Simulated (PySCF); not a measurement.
**Working out the ionisation energy of K⁺**

K⁺ [Ar] (1S) → K²⁺ [Ne] 3s2 3p5 (2P). Computed with PySCF 2.14 in pcseg-2 (6s4p3d, 33 functions), with no relativity, point nucleus. Frozen: [Ne] 3s2. Energies in hartree (1 hartree = 27.21139 eV):

```csv
part,K⁺ (lower),K²⁺ (upper)
UHF,-599.002912,-597.884707
CCSD correlation,-0.136980,-0.097114
(T),-0.001117,-0.000356
```

Task: What does Hartree-Fock give?

Result: (-597.884707) − (-599.002912) = 1.118205 hartree = 30.428 eV.

Task: What do CCSD and CCSD(T) give?

Result: The CCSD correlation energies differ by 0.039866 hartree = 1.085 eV and the triples by 0.000761 hartree = 0.021 eV, so CCSD gives 31.513 eV and CCSD(T) 31.534 eV.

Reference: 31.625 eV (measured; NIST Atomic Spectra Database, ionization energies), between the lowest levels; spin-orbit coupling is absent from the calculation.

The calculation is non-relativistic.

What remains against the reference includes basis incompleteness, the frozen core and higher excitations.
